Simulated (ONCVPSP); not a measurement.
# What the settings do to the ONCV potential of silicon

Base potential:

```json
{"Element": "Si", "Generator": "ONCVPSP 4.0.1", "Type": "optimised norm-conserving Vanderbilt (ONCV)", "Functional": "PBEsol", "Relativity": "scalar-relativistic", "Frozen core": "[He]", "Valence charge": "12", "Reference configuration": "2s2 2p6 3s2 3p0.5 (charge +1.5)", "Partial waves": "2s+3s: rc 1.10 bohr, ncon 5, nbas 8, qcut 13.4 1/bohr, 2 projectors; 2p+3p: rc 1.05 bohr, ncon 3, nbas 6, qcut 11.4 1/bohr, 2 projectors", "Local potential": "polynomial inside 0.70 bohr (lpopt 1, dvloc0 0 Ha)", "Core correction": "Teter function, fcfact 2.75, rcfact 1.75"}
```

Cutoffs, loose and tight: the cutoffs (Ha) at which the residual kinetic energy of the hardest occupied pseudo-wave falls to 1 and 0.1 mHa per electron. They do not see the model core or the augmentation charge, which bear on the density cutoff. Test errors are all-electron minus pseudo excitation energies from the reference, over the configurations 2s2 2p6 3s2 3p2; 2s2 2p6 3s2 3p1; 2s2 2p6 3s2 3p0; 2s2 2p5 3s2 3p2. A dash means not determined; rows that change the core or the reference have their own tests.

```json
{"change": "base", "outcome": "generated", "cutoff, loose": "58 Ha", "cutoff, tight": "83 Ha", "bound ghosts": "none", "GHOST(+) flags above zero": "none", "largest test error (meV)": "+969"}
{"change": "p: rc 0.76", "outcome": "generated", "cutoff, loose": "–", "cutoff, tight": "–", "bound ghosts": "none", "GHOST(+) flags above zero": "none", "largest test error (meV)": "+397"}
{"change": "p: rc 0.92", "outcome": "generated", "cutoff, loose": "82 Ha", "cutoff, tight": "200 Ha", "bound ghosts": "none", "GHOST(+) flags above zero": "none", "largest test error (meV)": "+697"}
{"change": "p: rc 1.36", "outcome": "generated", "cutoff, loose": "48 Ha", "cutoff, tight": "61 Ha", "bound ghosts": "none", "GHOST(+) flags above zero": "none", "largest test error (meV)": "+1638"}
{"change": "p: rc 1.52", "outcome": "generated", "cutoff, loose": "43 Ha", "cutoff, tight": "61 Ha", "bound ghosts": "none", "GHOST(+) flags above zero": "none", "largest test error (meV)": "+2229"}
```

Q: What comes out with this change to the base: p: rc 1.22?

A: outcome: generated; cutoff, loose: 52 Ha; cutoff, tight: 61 Ha; bound ghosts: none; GHOST(+) flags above zero: none; largest test error (meV): +1336.

Q: What comes out with this change to the base: p: rc 1.04?

A: outcome: generated; cutoff, loose: 59 Ha; cutoff, tight: 98 Ha; bound ghosts: none; GHOST(+) flags above zero: none; largest test error (meV): +958.

Reading the sweep of the p radius (base included, trends over the rows without a ghost): The loose cutoff falls from 82 Ha at 0.92 to 43 Ha at 1.52 bohr. A larger radius leaves more room for a smooth pseudo-wave, so fewer plane waves are needed; a smaller one forces it to follow the all-electron wave where it bends sharply. The median size of the test errors (rows with all tests solved) stays near 1.1 meV.
